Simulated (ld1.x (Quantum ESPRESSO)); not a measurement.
# Varying the ultrasoft potential for Al (Z = 13)

Base potential:

ld1.x (Quantum ESPRESSO) 7.5 input, shortened:

```
&input
   title='Al', zed=13., rel=0, dft='BP', iswitch=3,
   config='[Ne] 3s1.5 3p1.5'
 /
 &inputp
   pseudotype=3, tm=.true., lloc=-1, rcloc=1.75,
   nlcc=.true., rcore=1.05
 /
4
3S  1  0   1.50   0.00  2.10  2.20  0.0
3S  1  0   0.00   0.05  2.10  2.20  0.0
3P  2  1   1.50   0.00  2.45  2.85  0.0
3P  2  1   0.00   1.45  2.45  2.85  0.0
 &test
   configts(1)='3s1.5 3p1.5'
 /
```

All-electron outer shells of the reference configuration (BP86, non-relativistic, ld1.x):

```csv
shell,level (eV),outermost node (bohr),outermost maximum (bohr)
2p,-70.74,–,0.43
3s,-8.26,0.80,2.06
3p,-3.15,0.82,2.61
```

Cutoffs, loose and tight: the cutoffs (Ry, on a coarse ladder) from which the occupation-weighted sum of valence levels, in a spherical-Bessel basis at the reference potential, stays within 10 and 1 mRy of its value at 400 Ry. They do not see the model core or the augmentation charge, which bear on the density cutoff. Test errors are all-electron minus pseudo excitation energies from the reference, over the configurations 3s2 3p1; 3s2 3p0; 3s1 3p0; 3s0 3p3; 3s2 3p1.3; 3s2 3p0.5; 3s1 3p1. A dash means not determined; rows that change the core or the reference have their own tests.

Cutoffs are not given where the Bessel-basis levels miss the radial ones by over 6 mRy, ghosts where they miss by over 20 mRy; a channel whose overlap is not positive is not tested.

```csv
change,outcome,bound ghosts,largest test error (meV)
base,generated,not determined,-34
core correction none,generated,not determined,-27
core correction a·sin(br)/r model core inside 0.90 bohr,generated,not determined,-34
core correction a·sin(br)/r model core inside 1.24 bohr,generated,not determined,-34
core correction a·sin(br)/r model core inside 1.46 bohr,generated,not determined,-34
core correction a·sin(br)/r model core inside 1.74 bohr,generated,not determined,-33
core correction a·sin(br)/r model core inside 2.00 bohr,generated,not determined,-32
core correction a·sin(br)/r model core inside 2.36 bohr,generated,not determined,-29
core correction a·sin(br)/r model core inside 2.62 bohr,generated,not determined,-28
```
